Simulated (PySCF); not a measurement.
Run times: strontium in x2c-TZVPall

Measured wall times of calculations with PySCF 2.14 in x2c-TZVPall (8s6p6d1f, 63 functions), with scalar relativity by spin-free X2C-1e, run from one Python driver. Hardware: 1 thread of Neoverse-N1 on a shared host, 1.3 GiB allowed. The two-electron integrals over 63 functions were computed once and kept in memory (1.9 CPU seconds with the set-up); the times below exclude them. Kohn-Sham runs start from converged Hartree-Fock orbitals.

Launch command (the driver calls PySCF for each step listed in the task file):

```bash
OMP_NUM_THREADS=1 python atomrun2.py TASK.json OUT
```

```
    species                           step  iterations  wall time (s)
Sr [Kr] 5p2  UHF with spin-orbit constants           5            9.8
Sr [Kr] 5p2                            LDA           5           0.61
Sr [Kr] 5p2                            PBE           6            1.2
Sr [Kr] 5p2                           PBE0           6            1.3
Sr [Kr] 5p2                         r2SCAN           6            2.5
Sr [Kr] 5p2                         PBEsol           6            1.2
Sr [Kr] 5p2                          HSE06           6            4.3
Sr [Kr] 5p2                         revPBE           6            1.2
Sr [Kr] 5p2              MP2 (2 electrons)                       0.04
```

**Question.** Roughly how long does MP2 (10 electrons) take for Sr [Kr] 5p2 here?

**Answer.** About 0.17 s.

Peak memory of the process: 0.32 GiB. Times on a shared host vary from run to run.
